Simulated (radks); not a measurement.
The numbers below are computed, except where a source is named.
Valence configurations of Er (all share [Xe]). Code: a radial shooting solver on a logarithmic mesh with Libxc functionals. Model: non-relativistic Kohn-Sham, PBEsol, spin-polarised, spherical densities, point nucleus; open shells are filled with parallel spins first (spin-orbit coupling, left out, can overturn this in heavy ions); relativity is left out, which matters for an element this heavy. Energies are relative to 4f12 6s2; eigenvalues in eV for spin up.

valence           E (eV)  moment (Bohr magnetons)    e(4f)   e(5d)   e(6p)   e(6s)
4f12 6s2           0.000                        2   -8.132       -       -  -3.578
4f12.5 5d1 6s0.5   1.427                        3   -3.225  -0.748       -  -3.181
4f12 5d1 6s1       1.479                        4   -6.595  -1.279       -  -3.507
4f12 6s1 6p1       1.737                        4   -9.169       -  -2.117  -4.537
4f13 5d1           2.459                        2   -0.940  -0.645       -       -
4f11.5 5d0.5 6s2   3.027                        3  -11.861  -2.528       -  -3.907
4f11.5 6s2 6p0.5   3.689                        3  -13.578       -  -1.976  -4.573
4f11 6s2 6p1       9.640                        4  -19.333       -  -2.549  -5.491

NIST lists [Xe] 4f12 6s2 as the ground configuration; this level of theory agrees among the configurations tried. The energies are those of spherical high-spin densities, not of single terms. No valid solution was reached for [Xe] 4f14; [Xe] 4f13.5 5d0.5. Relativity is left out, which favours d and f over s occupation in heavy atoms.
